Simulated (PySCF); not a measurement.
## Pb(IV) with more and more Cl

Computed with PySCF 2.14.0, PBE0, def2-SVP on the ligands, density fitting, scalar-relativistic core potentials, no spin-orbit coupling, vacuum. The metal has def2-SVP with ECP60. Each complex is relaxed within the symmetry of its template. Distances are means of the shortest metal–ligand contacts, charges and spins Mulliken's; removal energies are rigid, with the ligand's formal charge and no counterpoise, so too large; for an anion taken off a cation in vacuum most of it is the attraction of opposite charges, and multiply charged cations can part far more cheaply with an electron moved from ligand to metal.

```
  complex  point group  M–Cl (Å)  charge on M (e)  HOMO–LUMO gap (eV)  removal of one Cl (eV)  strongest infrared band, degenerate modes summed (cm⁻¹)  unstable modes (below −25 cm⁻¹)
[PbCl2]2+          D∞h     2.326             1.41                3.60                   25.96                                                      409                                0
 [PbCl5]−          C4v     2.501             0.82                3.74                    4.87                                                        –                         1 (soft)
```

What does the calculation give for PbCl4?

point group: Td, M–Cl (Å): 2.413, charge on M (e): 0.87, HOMO–LUMO gap (eV): 4.62, removal of one Cl (eV): 9.97, strongest infrared band, degenerate modes summed (cm⁻¹): 356, unstable modes (below −25 cm⁻¹): 0.
```xyz
5

Pb    0.0000    0.0000    0.0000
Cl    1.9651    0.0000    1.4005
Cl    0.0000    1.9651   -1.4005
Cl   -1.9651    0.0000    1.4005
Cl    0.0000   -1.9651   -1.4005
```

The more ligands, the longer each bond and the weaker the last ligand is held.

Members with unstable modes aren't minima as they stand: saddle points kept by symmetry or, where the modes are soft, flat surfaces and noise. Moved off a saddle point of the template and relaxed again: PbCl4. One start shape was tried for each, so a minimum needn't be the lowest isomer.
